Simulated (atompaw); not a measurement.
## Rh (Z = 45): one change to a PAW (atompaw) potential, before and after

atompaw 4.2.0.5 input, output lines left out:

```
Rh 45
GGA-PBE scalarrelativistic loggrid 1500 logderivrange -3 5 201
5 5 4 0 0 0
5 0 0
5 1 1
4 2 8
0 0 0
c
c
c
c
v
c
c
c
v
c
v
2
3.00 2.85 2.70 2.05
y
0.85
n
y
2.1
n
y
0.95
n
custom rrkj vanderbiltortho sinc
3 0.5 ultrasoft
3.00
2.65
3.00
3.00
2.00
3.00
```

Change: augmentation sinc compensation charge, radius 2.85 bohr; PAW radius 3.00 bohr; waves and projectors: custom polynom vanderbiltortho.

Cutoffs: the cutoffs (Ry, on a coarse ladder) from which the occupation-weighted sum of valence levels, in a spherical-Bessel basis at the reference potential, stays within 10 and 1 mRy of its value at 400 Ry; they do not see the model core or the augmentation charge, which bear on the density cutoff.

Task: What does the change do?

Result: The potential gets harder (30 Ry and 45 Ry → 35 Ry and 45 Ry); neither file shows a bound ghost.

```tsv
quantity	base	changed
cutoff, loose	30 Ry	35 Ry
cutoff, tight	45 Ry	45 Ry
bound ghosts	none	none
s: phases at 3.01 bohr within 0.05 rad from the reference energy up to (Ry; the scan ends near 5)	2.2	2.8
p: phases at 3.01 bohr within 0.05 rad from the reference energy up to (Ry; the scan ends near 5)	3.8	3.5
d: phases at 3.01 bohr within 0.05 rad from the reference energy up to (Ry; the scan ends near 5)	to the end of the scan	to the end of the scan
lowest overlap eigenvalue by channel	s 0.64, p 0.59, d 0.58	s 0.74, p 0.27, d 0.59
```

 The cutoffs see the waves, projectors and local potential, not the compensation charge or the core.
